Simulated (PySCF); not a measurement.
# P⁻ (phosphorus, charge -1) across methods

[Ne] 3s2 3p4, high-spin 3P determinant. Calculation: PySCF 2.14, in aug-cc-pCVQZ-DK; scalar relativity by spin-free X2C-1e.

```
 method  E (hartree)  mean ε 3s β (eV)  mean ε 3p α (eV)  mean ε 3p β (eV)  Σ⟨r²⟩ (bohr²)   ⟨S²⟩
 M06-2X    -342.1143            -8.043            -1.100             0.300          50.17  2.017
   PW91    -342.1195            -5.723             0.673             1.756          51.93  2.009
    LDA    -340.8538            -5.943             0.597             1.716          52.53  2.011
    PBE    -341.9719            -5.698             0.685             1.774          52.16  2.010
r2SCANh    -342.0962            -6.138             0.078             1.385          50.48  2.018
   PBE0    -341.9962            -6.897            -0.252             1.021          50.37  2.010
    UHF   -341.52199            -9.641            -2.831            -0.668          49.73  2.027
 r2SCAN    -342.0983            -5.660             0.432             1.679          50.87  2.019
```

The highest occupied level is positive at M06-2X, PW91, LDA, PBE, r2SCANh, PBE0, r2SCAN: only the finite basis holds that electron, which in a density functional comes from self-interaction.
